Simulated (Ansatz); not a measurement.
One geometry of SiCl(OAc)3 (C6H9ClO6Si), several levels of theory.

```yaml
crystal:
  periodic: [false, false, false]
  atoms:
    - {symbol: Si, position_ang: [0.008134, 0.013418, 0.638820]}
    - {symbol: Cl, position_ang: [0.022902, 0.066821, 2.663798]}
    - {symbol: O, position_ang: [1.543010, 0.094413, -0.016336]}
    - {symbol: C, position_ang: [2.383580, 1.157645, 0.179963]}
    - {symbol: C, position_ang: [3.702104, 0.937745, -0.493926]}
    - {symbol: O, position_ang: [2.053117, 2.122624, 0.817290]}
    - {symbol: H, position_ang: [4.369912, 1.784665, -0.298974]}
    - {symbol: H, position_ang: [3.544936, 0.817699, -1.577061]}
    - {symbol: H, position_ang: [4.149581, -0.000192, -0.131737]}
    - {symbol: O, position_ang: [-0.851111, 1.281203, -0.028693]}
    - {symbol: C, position_ang: [-2.182543, 1.491246, 0.213313]}
    - {symbol: C, position_ang: [-2.668988, 2.729729, -0.472463]}
    - {symbol: O, position_ang: [-2.832309, 0.743823, 0.895802]}
    - {symbol: H, position_ang: [-3.730051, 2.890760, -0.250175]}
    - {symbol: H, position_ang: [-2.516303, 2.632944, -1.558455]}
    - {symbol: H, position_ang: [-2.069470, 3.591876, -0.142877]}
    - {symbol: O, position_ang: [-0.681724, -1.384874, 0.038870]}
    - {symbol: C, position_ang: [-0.195980, -2.635784, 0.311893]}
    - {symbol: C, position_ang: [-1.045934, -3.696056, -0.316244]}
    - {symbol: O, position_ang: [0.794468, -2.805012, 0.972897]}
    - {symbol: H, position_ang: [-0.664844, -4.689146, -0.051940]}
    - {symbol: H, position_ang: [-1.043964, -3.566563, -1.409743]}
    - {symbol: H, position_ang: [-2.088524, -3.578963, 0.015976]}
basis:
  gaussian: {orbitals: def2-TZVP, initial_orbitals: start.molden}
hamiltonian: {xc: r2scan, dispersion: d4}
scf: {omitted_lower_state_checks: [starts]}
output: {orbitals: {seedname: orbitals}}
```

The file start.molden holds the orbitals of an earlier run on this structure, at another level or in another basis.

```sh
$ ansatz run in.yaml --threads 4 --pin off --events-out ev --progress --plain --max-ram 6963MiB
```

Shortened log:

```
Functional definition: r2SCAN
2890 factors; their error is unknown
mean field evaluation 1: about -39055.4225 eV, gradient 1.0e1 eV
mean field evaluation 2: about -39055.5194 eV, gradient 1.3e-1 eV
mean field evaluation 4: about -39055.4700 eV, gradient 8.5e-4 eV
mean field -39055.46998946 eV, -1435.2620493642 hartree, gradient 1.5e-5 eV, S^2 0.000000; 0 other end points of the search recorded, 0 dependent functions left out
reference -39055.47000803 eV, -1435.2620500467 hartree; 62, 62 occupied and 438, 438 virtual orbitals, 2890 factors
Total energy: -39055.67483862 eV, -1435.2695774321 hartree
Checks for a lower state left out: starts
```

Run time 20 s (4 threads of Arm Neoverse V2 on a shared host), peak host memory 1.4 GiB.

The first input with `gaussian: {orbitals: def2-SVP, initial_orbitals: start.molden}`, `hamiltonian: {xc: pbe0, dispersion: d4}` (abridged; 7 s):

```
Functional definition: PBE0
mean field -39009.44773756 eV, -1433.5707628022 hartree, gradient 6.2e-5 eV, S^2 0.000000
Total energy: -39010.06705385 eV, -1433.5935222557 hartree
Checks for a lower state left out: starts
```

As the first input, with `hamiltonian: {xc: pbe0, dispersion: d4}` (abridged; 27 s):

```
Functional definition: PBE0
mean field -39038.24556910 eV, -1434.6290635910 hartree, gradient 1.2e-5 eV, S^2 0.000000
Total energy: -39038.86488993 eV, -1434.6518232121 hartree
Checks for a lower state left out: starts
```

As the first input, with `gaussian: {orbitals: def2-SVP, initial_orbitals: start.molden}`, `hamiltonian: {xc: pbe}`, `correlation: {method: rpa}` and without the key `output` (abridged; 11 s):

```
Functional definition: PBE
mean field -39007.25957217 eV, -1433.4903492071 hartree, gradient 1.2e-6 eV, S^2 0.000000
22 core orbitals not correlated: weight in the atoms' cores, before any rotation towards them, 1.000 or more for the frozen orbitals, at most 0.000 for the correlated occupied ones
Total energy: -38984.17982655 eV, -1432.6421841995 hartree
Checks for a lower state left out: starts
```

The first input with `hamiltonian: {xc: pbe, dispersion: d4}`, `output: {forces: true, orbitals: {seedname: orbitals}}` (abridged; 12 s):

```
Functional definition: PBE
mean field -39036.24865696 eV, -1434.5556784234 hartree, gradient 1.4e-5 eV, S^2 0.000000
Total energy: -39036.96519410 eV, -1434.5820106779 hartree
Atom 0 force    -0.000812    -0.001577    -0.019707 eV/Å
Atom 1 force     0.000505    -0.000045    -0.022636 eV/Å
Atom 2 force    -0.337312    -0.322490    -0.083492 eV/Å
Atom 3 force     0.124452    -0.201030    -0.166481 eV/Å
Atom 4 force     0.139086    -0.039897    -0.072424 eV/Å
Atom 5 force    -0.085390     0.542407     0.322531 eV/Å
Atom 6 force    -0.038509    -0.058821    -0.016347 eV/Å
Atom 7 force     0.023764     0.017075     0.042995 eV/Å
Atom 8 force     0.002115     0.051750    -0.010147 eV/Å
Atom 9 force     0.443713    -0.135011    -0.097745 eV/Å
Atom 10 force     0.107600     0.204194    -0.169508 eV/Å
Atom 11 force    -0.037062     0.138588    -0.076184 eV/Å
Atom 12 force    -0.416583    -0.334765     0.344346 eV/Å
Atom 13 force     0.068999    -0.004889    -0.018907 eV/Å
Atom 14 force    -0.026749     0.013102     0.042550 eV/Å
Atom 15 force    -0.045574    -0.024254    -0.008849 eV/Å
Atom 16 force    -0.109456     0.451027    -0.105558 eV/Å
Atom 17 force    -0.232074    -0.016089    -0.172063 eV/Å
Atom 18 force    -0.103272    -0.103610    -0.069070 eV/Å
Atom 19 force     0.506531    -0.183085     0.339659 eV/Å
Atom 20 force    -0.030348     0.062967    -0.021108 eV/Å
Atom 21 force     0.001045    -0.026056     0.045412 eV/Å
Atom 22 force     0.045331    -0.029492    -0.007264 eV/Å
Dipole moment:    -0.004932    -0.017431    -0.789649 e Å
Checks for a lower state left out: starts
```

The first input with `gaussian: {orbitals: 6-31G}`, `hamiltonian: {xc: {name: B3LYP}, dispersion: d4}` (abridged; 4.2 s):

```
Functional definition: B3LYP
mean field evaluation 16: about -39048.0567 eV, gradient 2.5e-4 eV
mean field -39048.05672772 eV, -1434.9896170203 hartree, gradient 1.7e-5 eV, S^2 0.000000
Total energy: -39049.19021878 eV, -1435.0312720483 hartree
Checks for a lower state left out: starts
```

As the first input, with `hamiltonian: {xc: {name: revPBE}, dispersion: d4}` (abridged; 10 s):

```
Functional definition: revPBE
mean field -39056.30053303 eV, -1435.2925712774 hartree, gradient 1.2e-5 eV, S^2 0.000000
Total energy: -39058.39222007 eV, -1435.3694393583 hartree
Checks for a lower state left out: starts
```

Geometry: r2SCAN-D4/def2-SVP.

B3LYP takes the VWN-RPA correlation. Correlated methods freeze 22 core orbitals.
